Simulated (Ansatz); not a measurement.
Molecule: sulfur hexafluoride, SF₆, net charge 0, singlet state. 
Structure (B3LYP-D3(BJ)/def2-TZVP (Ansatz, an electronic-structure program) minimum search):
SMILES: FS(F)(F)(F)(F)F
```xyz
7

F      0.6290    -0.4582    -1.3732
S      0.0000     0.0000     0.0000
F      1.2744    -0.5348     0.7623
F     -0.6866    -1.4125     0.1568
F     -1.2744     0.5348    -0.7623
F      0.6866     1.4125    -0.1568
F     -0.6290     0.4582     1.3732
```

Parts of the frozen-core correlation energy in STO-3G (Ansatz, hartree). Frozen orbitals: 11; correlated occupied orbitals by spin: 24 and 24; virtual: 4 and 4. No spin-orbit coupling. Non-relativistic.

```csv
term,value
reference (HF),-980.91102
MP2 opposite-spin,-0.11819
MP2 same-spin,…
CCSD correlation,…
(T),…
T1 diagnostic,0.008
largest doubles amplitude,0.078
```

**Question.** Some entries are withheld; supply them.

**Answer.** 
- MP2 same-spin, value: -0.01631
- CCSD correlation, value: -0.16714
- (T), value: -0.00827
